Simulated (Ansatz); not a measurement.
Cartesian coordinates in Å:
```
Si 1.049 1.413 0.389
O 0.260 -0.038 0.150
Si 0.275 -1.486 0.981
In -1.514 0.080 -1.587
H 0.203 2.303 1.217
H 2.325 1.126 1.091
H 1.300 2.005 -0.942
H -0.872 -1.529 1.915
H 1.551 -1.556 1.737
H 0.194 -2.576 -0.015
H -1.800 1.753 -1.239
H -2.438 -1.130 -0.761
H -0.532 -0.365 -2.935
```

Total charge 0; spin multiplicity 1. In takes the def2 core potential.

List the PBE/def2-TZVPP orbital energies in eV (the Gaussian-basis code of Ansatz). (Estimate.)

Ansatz gave: Occupied: -1780.69, -1780.68, -511.43, -138.37, -138.36, -121.33, -95.16, -95.15, -95.07, -95.06, -95.06, -95.05, -79.08, -78.79, -78.78, -25.70, -18.30, -18.12, -18.11, -18.06, -18.05, -15.09, -13.14, -11.49, -11.05, -10.56, -9.56, -8.91, -8.73, -8.35, -7.90, -6.59, -6.55. Lowest empty: -2.05, -0.69, -0.23, -0.09, 0.18, 0.20, 0.53, 0.62.
